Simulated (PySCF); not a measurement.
## Working out the excitation energy of C²⁺

C²⁺ [He] 2s2 (1S) → C²⁺ [He] 2p2 (3P). Calculation: PySCF 2.14, in aug-cc-pwCVDZ (5s4p2d, 27 functions); no relativity, point nucleus. Frozen: nothing. Energies in hartree (1 hartree = 27.21139 eV):

| part | C²⁺ (lower) | C²⁺ (upper) |
| --- | --- | --- |
| UHF | -36.405150 | -35.833735 |
| MP2 opposite-spin | -0.066848 | -0.025643 |
| MP2 same-spin | -0.001615 | -0.007055 |

Task: What does Hartree-Fock give?

Result: (-35.833735) − (-36.405150) = 0.571415 hartree = 15.549 eV.

Task: What do MP2 and SCS-MP2 (6/5 opposite-spin, 1/3 same-spin) give?

Result: The opposite-spin parts differ by 1.121 eV and the same-spin parts by -0.148 eV. MP2: 15.549 + (1.121) + (-0.148) = 16.522 eV. SCS-MP2: 15.549 + 1.2 × (1.121) + (-0.148)/3 = 16.845 eV.

A double-zeta basis recovers only part of the correlation energy.
